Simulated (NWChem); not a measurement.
System: BHBrF; SMILES FBBr

Results from NWChem. Geometry: optimised at PBE0/def2-SVP. Field at 589 nm.

**Question.** What does the run give for B3LYP/aug-cc-pVDZ? Quantities: isotropic polarisability (bohr³); anisotropy (bohr³).

**Answer.** 
```json
{
  "isotropic polarisability (bohr³)": "37.2",
  "anisotropy (bohr³)": "16.4"
}
```
